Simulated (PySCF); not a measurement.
An unknown gives this computed stick spectrum. Method used: PySCF, TDDFT PBE0/def2-SVPD, vertical, gas phase, core orbitals frozen in the response. Geometries: GFN2-xTB, one conformer each.

| state | E (eV) | f | main configurations (H = HOMO, L = LUMO) |
| --- | --- | --- | --- |
| S1 | 5.76 | 0.0069 | H→L+1 (71%), H→L (26%) |
| S2 | 5.88 | 0.0068 | H→L (71%), H→L+1 (26%) |
| S3 | 6.67 | 0.016 | H-1→L (79%), H-1→L+1 (10%) |
| S4 | 6.80 | 0.038 | H-1→L+1 (63%), H-1→L (15%), H→L+2 (12%) |
| S5 | 6.88 | 0.013 | H→L+2 (74%), H-1→L+1 (20%) |
| S6 | 7.16 | 0.0040 | H-2→L (95%) |

Orbital energies (eV): HOMO-3 -9.06, HOMO-2 -8.71, HOMO-1 -8.13, HOMO -7.25, LUMO -0.21, LUMO+1 -0.16, LUMO+2 0.64.

Task: Which candidate is it?
A. `C[Si@](N)([SiH3])O[SiH3]`
B. `C[SiH2][Si@@H](N)O[SiH3]`
C. `[H]/N=C(\C#C)C#N`

Result: B. Its S1 lies at 5.76 eV; the nearest of the others has S1 at 6.04 eV. S1 is HOMO→LUMO+1 (71%), HOMO→LUMO (26%). Löwdin shares by element: HOMO nitrogen 37%, silicon 30% or more, hydrogen 12% or more (atoms not listed hold the other 20%); LUMO silicon 55%, oxygen 8% (atoms not listed hold the other 37%). At the same level the other candidates give, for their lowest levels:
- `C[Si@](N)([SiH3])O[SiH3]`: 6.04 eV (f 0.033); 6.19 eV (f 0.056); 6.46 eV (f 0.046); 7.13 eV (f 0.011); 7.24 eV (f 0.071); T1 5.51 eV; HOMO -7.14, LUMO 0.03 eV
- `[H]/N=C(\C#C)C#N`: 4.19 eV (f 0.002); 5.04 eV (f 0.000); 5.45 eV (f 0.118); 5.98 eV (f 0.000); 6.32 eV (f 0.117); T1 3.41 eV; HOMO -8.90, LUMO -2.87 eV

Shape of the structure used: `[CH3:1][SiH2:2][Si@@H:3]([NH2:4])[O:5][SiH3:6]`: C1–Si2–Si3–N4 -31°, Si2–Si3–O5–Si6 -38°, H–N4–Si3–Si2 161°, H–N4–Si3–Si2 -60°.
Triplets come from the Tamm–Dancoff approximation.
